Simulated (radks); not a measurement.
Results of a calculation; reference values are marked as such.
The nuclear charge of the iridium ion Ir2+ is varied continuously with 75 electrons held in [Xe] 4f14 5d7. Level of theory: scalar-relativistic Kohn-Sham, LDA (Slater exchange, Perdew-Wang correlation), spin-polarised, spherical densities, point nucleus; open shells are filled with parallel spins first (spin-orbit coupling, left out, can overturn this in heavy ions) (a radial shooting solver on a logarithmic mesh with Libxc functionals). By the Hellmann-Feynman theorem dE/dZ = E(electron-nucleus)/Z, the electronic potential at the nucleus. The scalar-relativistic energy here is not variational (the density holds large components alone), so the two differ by a part that grows with Z.

Z	E (hartree)	E(electron-nucleus)/Z (hartree)	HOMO	e(HOMO) (eV)	<r> HOMO (bohr)
76	-17243.7164	-562.294	5d	-11.585	1.839
76.5	-17528.6595	-567.993	5d	-17.334	1.726
77	-17816.5156	-573.704	5d	-23.685	1.635
77.5	-18107.2930	-579.430	5d	-30.579	1.559
78	-18401.0012	-585.173	5d	-37.969	1.494

The central difference of E at Z = 77 is -578.634 hartree, to compare with the third column; the second derivative is -11.7 hartree.
